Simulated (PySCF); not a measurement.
# Co⁺: ionisation energy

Co⁺ [Ar] 3d8 (3F) → Co²⁺ [Ar] 3d7 (4F), as a difference of total energies. Calculation: PySCF 2.14, in cc-pVDZ; the non-relativistic Hamiltonian (point nucleus). Correlated levels: valence: [Ar] frozen. The calculations carry no spin-orbit coupling.

| method | ionisation energy (eV) |
| --- | --- |
| UHF | 14.395 |
| LDA | 18.194 |
| M06-L | 17.262 |
| MP2 (valence) | 16.830 |
| SCS-MP2 (valence) | 16.687 |

Q: How much does correlation contribute at MP2 (valence)?

A: 16.830 − (14.395) = 2.435 eV, measured against UHF.

These non-relativistic numbers lack the scalar-relativistic shift.

The reference lies between the lowest fine-structure levels, while these numbers refer to the centres of the terms.

Errors of the correlated levels include the incompleteness of this basis and the frozen core.

For comparison: 17.084 eV (measured; NIST Atomic Spectra Database, ionization energies).
